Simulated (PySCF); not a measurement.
BeH₂, charge +1, multiplicity 2. Atoms are numbered in the order given.

```xyz
3

Be     0.0000     0.0000     0.0000
H      0.0000     0.0000    -1.4740
H      0.0000     0.0000     1.4740
```
Charge +1, spin multiplicity 2.

Coordinates come from a PBE0-D3(BJ)/def2-TZVPD optimisation. A frequency run showed that this geometry is not a minimum. The multiplicity is an assumed one; other spin states were not compared. The isomer is the one that the SMILES or the coordinates give; other isomers of the formula were not compared.

Method: M06-2X/def2-TZVPD in PySCF.

Mulliken values depend strongly on the basis, most of all with diffuse functions as here. ESP charges are fitted to the potential on shells at 1.4 to 2.0 van der Waals radii. Atomic charges (e):

```tsv
atom	Mulliken	ESP fit	meta-Löwdin	Mulliken spin
Be1	0.25	0.72	?	0.37
H2	0.38	0.14	?	0.32
H3	0.38	0.14	?	0.32
```

Question: Fill in the missing entries. (Estimate from the structure and the level; the computed values follow.)

Answer: 
- Be1, meta-Löwdin: 1.01
- H2, meta-Löwdin: 0.00
- H3, meta-Löwdin: 0.00
